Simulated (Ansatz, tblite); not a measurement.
Cost and result up the ladder for GeMeH3 (CH₆Ge) (8 atoms). The state is a singlet with charge 0. Geometry: PBE-D4/def2-TZVP.

```xyz
8

Ge   -0.444   -0.805    0.084
C     0.502    0.911   -0.095
H    -0.006    1.549   -0.829
H     1.534    0.743   -0.428
H     0.525    1.434    0.869
H     0.283   -1.721    1.100
H    -0.502   -1.536   -1.280
H    -1.893   -0.576    0.580
```

Ansatz on 4 threads of Arm Neoverse V2 on a shared host; xTB runs through tblite on one thread. Times are rough, summed over both states, and most runs start from the orbitals of an earlier one. CCSD(T)/def2-TZVPP serves as the yardstick here, not as an exact answer. The other state is a doublet.

The xTB rows come from tblite. Correlated methods freeze 10 core orbitals; core or outer-core shells of Ge are correlated, in sets that lack core-valence functions.

Run but left out: PBE-D4/def2-TZVP (charge +1 doublet: an occupied level 0.01 eV above an empty one).

Correlated methods converge slowly with the basis.

Raw xTB energies of ions are shifted by several eV.

```
              level  functions  vertical IE (eV)  difference from CCSD(T)/def2-TZVPP (eV)
  PBE0-D4/def2-TZVP        115             11.17                                    -0.14
 CCSD(T)/def2-TZVPP        163             11.31                                     0.00
r2SCAN-D4/def2-TZVP        115             11.08                                    -0.23
           GFN1-xTB         25             15.56                                     4.24
           GFN2-xTB         19             14.68                                     3.36
```

Q: Estimate how long each takes.

A: GFN2-xTB 0.003 s; GFN1-xTB 0.006 s; PBE0-D4/def2-TZVP 3.8 s; r2SCAN-D4/def2-TZVP 4.2 s; CCSD(T)/def2-TZVPP 66 s. On shared hardware such times vary by a factor of up to 3.
